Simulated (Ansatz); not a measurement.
`C[NH][Zr]([Cl])([Cl])[Cl]`, 10 atoms. The species carries charge 0 and has multiplicity 1. Correlated methods include outer-core shells of Zr, which these sets cover unevenly. Zr takes the def2 core potential. All runs use 2 threads of an AMD EPYC 7R13 on a shared host and a share of an NVIDIA H100 80 GB. Correlated methods freeze the cores. Open-shell runs search over several starts.

Task: Give the basis size and wall time and peak host memory of each of these runs in Ansatz. RHF-CCSD(T)/def2-TZVPP energy; UKS ωB97X-V/def2-TZVPP energy of the cation; UKS B2PLYP (frozen core)/def2-TZVPP energy of the cation; RKS SPW92 (LDA)/def2-TZVPP energy; UKS r2SCAN-D4/def2-TZVPP energy of the cation; UHF-CCSD(T)/def2-TZVPP energy of the cation; RHF-CCSD(T)/def2-SVP energy; UHF-MP2/def2-QZVPP energy of the cation; RKS PBE0-D4/def2-TZVP frequencies; RKS ωB97X-V/def2-TZVPP energy; RHF-MP2/def2-QZVPP energy; UKS PBE0-D4/def2-TZVPP energy of the cation. (An estimate is asked.)

Result: Computed: Other jobs shared the machine, so times are rough.

```json
{"level": "RKS SPW92 (LDA)/def2-TZVPP", "job": "energy", "functions": "300", "wall time": "6.5 s", "peak host memory (GiB)": "0.84"}
{"level": "RKS ωB97X-V/def2-TZVPP", "job": "energy", "functions": "300", "wall time": "13 s", "peak host memory (GiB)": "0.96"}
{"level": "UKS r2SCAN-D4/def2-TZVPP", "job": "energy of the cation", "functions": "300", "wall time": "14 s", "peak host memory (GiB)": "1"}
{"level": "RHF-CCSD(T)/def2-SVP", "job": "energy", "functions": "133", "wall time": "14 s", "peak host memory (GiB)": "0.78"}
{"level": "UKS B2PLYP (frozen core)/def2-TZVPP", "job": "energy of the cation", "functions": "300", "wall time": "14 s", "peak host memory (GiB)": "1.4"}
{"level": "RHF-CCSD(T)/def2-TZVPP", "job": "energy", "functions": "300", "wall time": "15 s", "peak host memory (GiB)": "0.87"}
{"level": "RHF-MP2/def2-QZVPP", "job": "energy", "functions": "525", "wall time": "17 s", "peak host memory (GiB)": "1.1"}
{"level": "UKS ωB97X-V/def2-TZVPP", "job": "energy of the cation", "functions": "300", "wall time": "21 s", "peak host memory (GiB)": "1.1"}
{"level": "UKS PBE0-D4/def2-TZVPP", "job": "energy of the cation", "functions": "300", "wall time": "22 s", "peak host memory (GiB)": "0.93"}
{"level": "UHF-MP2/def2-QZVPP", "job": "energy of the cation", "functions": "525", "wall time": "33 s", "peak host memory (GiB)": "1.2"}
{"level": "UHF-CCSD(T)/def2-TZVPP", "job": "energy of the cation", "functions": "300", "wall time": "45 s", "peak host memory (GiB)": "1.3"}
{"level": "RKS PBE0-D4/def2-TZVP", "job": "frequencies", "functions": "237", "wall time": "2.5 min", "peak host memory (GiB)": "0.91"}
```
